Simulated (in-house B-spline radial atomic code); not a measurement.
Ag. Computed with a B-spline radial atomic code. Model: non-relativistic spherical atom: semilocal Troullier-Martins pseudo-atom, one channel per l, against all electrons, high spin, G0W0 and RPA with empty states to l = 8, local potential for every l without a channel, a model core (radius 0 = none) keeps its share of the functional.

Without relativity these are model numbers for so heavy an element.

What the tables leave out is listed at the end.

The pseudopotential gives back the lowest level of each angular momentum of its own functional in the configuration it was made in; a second state of the same l is only approximately right. Exact exchange, RPA and GW see the smooth pseudo-orbitals and miss the exchange with the core, for which the functional's share stands in. The column with an uncorrelated core keeps all orbitals and exact exchange, and so separates missing core correlation from pseudisation. Only the three outermost levels and the lowest empty one were computed. RPA here is direct RPA, with no exchange kernel, and its energies carry an (l + 1/2)⁻⁴ tail. A hybrid on a potential with a model core restores only its own semilocal share of the core's exchange.

Command:
```bash
python run_psgw.py task.json out
```
Settings (lengths in bohr, energies in hartree):
```
Z                      47
electrons              47
configuration          [Kr] 4d10 5s1
generated_in           [Kr] 4d10 5s1
functional             pbe,pbe
core_shells            7
radius_factor          1
core_correction        False
ion_configuration      [Kr] 4d10
```

Run time, properties included: 88 s on 1 thread of Arm Neoverse N1 (shared host).

Given: made with PBE; model core radius 0 bohr; local radius 1.146 bohr; mean-field start PBE.

Valence shells of the generating configuration: 4p, 4d, 5s.

Channel: s 2.646, p 0.881, d 1.034 (radii in bohr).

Computed: largest level miss in the spin-unpolarised generating configuration 0.001 eV; valence RPA correlation energy all-electron orbitals -1.0817 hartree; valence RPA correlation energy pseudo -1.274 hartree; pseudo-atom RPA polarisability 43.569 bohr³; ionisation by mean-field all-electron 7.3695 eV; ionisation by mean-field pseudo minus all 0.007 eV; ionisation by RPA all-electron 7.5309 eV.

```tsv
level	occupied	mean-field all-electron (eV)	mean-field pseudo minus all (eV)	G0W0 all-electron (eV)	G0W0 uncorrelated core minus all (eV)	G0W0 pseudo minus all (eV)	exchange self-energy all-electron (eV)	exchange self-energy pseudo (eV)
5s up	1	-4.3115	-0.002	-7.2873	-0.009	-0.435	-10.114	-10.32
5s down (empty)	0	-3.5331	0.004	-1.3362	-0.009	-0.52	-2.6462	-2.8782
```

(1) What is the all-electron RPA polarisability, core included?

(2) What is the ionisation by RPA pseudo minus all?

Given: mean-field start PBE0.

Computed: valence RPA correlation energy all-electron orbitals -1.0223 hartree; valence RPA correlation energy pseudo -1.2158 hartree; all-electron RPA polarisability, core included 38.007 bohr³; pseudo-atom RPA polarisability 34.502 bohr³; ionisation by mean-field all-electron 7.0762 eV; ionisation by RPA all-electron 7.3847 eV.

```tsv
level	occupied	mean-field all-electron (eV)	mean-field pseudo minus all (eV)	G0W0 all-electron (eV)	G0W0 uncorrelated core minus all (eV)	G0W0 pseudo minus all (eV)	exchange self-energy all-electron (eV)	exchange self-energy pseudo (eV)
5s up	1	-4.8705	-0.234	-7.3061	-0.009	-0.662	-9.8633	-10.674
5s down (empty)	0	-2.4828	-0.177	-1.0737	-0.007	-0.438	-2.2632	-2.7949
```

(3) What is the ionisation by mean-field pseudo minus all?

(4) What is the ionisation by RPA pseudo minus all?

Given: mean-field start Hartree-Fock.

Computed: valence RPA correlation energy all-electron orbitals -0.88392 hartree; pseudo-atom RPA polarisability 21.704 bohr³; ionisation by mean-field all-electron 5.9214 eV; ionisation by mean-field pseudo minus all 1.185 eV; ionisation by RPA all-electron 7.0034 eV; ionisation by RPA pseudo minus all 0.932 eV.

```
  level  occupied  mean-field all-electron (eV)  mean-field pseudo minus all (eV)  G0W0 all-electron (eV)  G0W0 uncorrelated core minus all (eV)  G0W0 pseudo minus all (eV)  exchange self-energy all-electron (eV)  exchange self-energy pseudo (eV)
  5s up         1                        -6.014                            -1.285                 -7.0011                                 -0.005                      -0.956                                 -8.7059                           -11.679
4d down         1                       -14.597                             1.206                 -14.019                                  0.108                       1.191                                 -35.823                           -29.843
  4d up         1                        -14.64                             1.002                 -14.088                                  0.104                       1.028                                 -35.509                           -29.749
```

(5) What is the all-electron RPA polarisability, core included?

(6) What is the valence RPA correlation energy pseudo?

## Answers

(1) 43.598 bohr³.

(2) 0.729 eV.

(3) 0.306 eV.

(4) 0.796 eV.

(5) 33.038 bohr³.

(6) -1.0776 hartree.

Among the listed levels the largest G0W0 shift of the pseudo-atom is +1.19 eV, for 4d down on the Hartree-Fock start, while leaving the core uncorrelated moves that level by +0.11 eV. So pseudisation and the lost core exchange, not the missing core correlation, make the error. Not in the tables (levels of low weight, unsolved or above zero; the highest and the empty levels are kept at any weight): on PBE the G0W0 levels 4d down (pseudo minus all +1.37 eV, weights 0.44 and 0.08), 4d up (pseudo minus all +1.35 eV, weights 0.41 and 0.08); on PBE0 the G0W0 levels 4d down (pseudo minus all +0.68 eV, weights 0.76 and 0.71), 4d up (pseudo minus all +0.51 eV, weights 0.51 and 0.67).
